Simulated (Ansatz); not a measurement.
CH$_{8}$FNOSi$_{2}$, SMILES `CN([SiH2]O)[SiH2]F`. The species carries charge 0 and has multiplicity 1.

Cartesian coordinates in Å:
```
C -0.7532 1.0097 -0.9679
N 0.1662 0.1723 -0.1893
Si 0.0182 0.2521 1.5299
O -1.4405 -0.2584 2.0919
Si 1.1706 -0.9239 -1.0283
F 0.3645 -2.2171 -1.5321
H -0.8789 1.9862 -0.4909
H -0.3591 1.1830 -1.9731
H -1.7420 0.5526 -1.0653
H 1.1312 -0.5623 2.0776
H 0.0736 1.6685 1.9570
H -1.6670 -1.1820 1.9721
H 2.2348 -1.4075 -0.1247
H 1.6817 -0.2730 -2.2570
```

**Question.** Give the diagnostics of a CCSD(T)/def2-TZVPP run (frozen core, Ansatz 0.2.0). (Best estimate.)

**Answer.** Ansatz gave: T1 = 0.0116, largest single amplitude 0.019, largest double 0.012, (T) share of the correlation energy 3.4 %, 9 CCSD cycles. The RHF solution is stable towards an unrestricted one. T1 lies under the customary mark of 0.02 for closed shells.
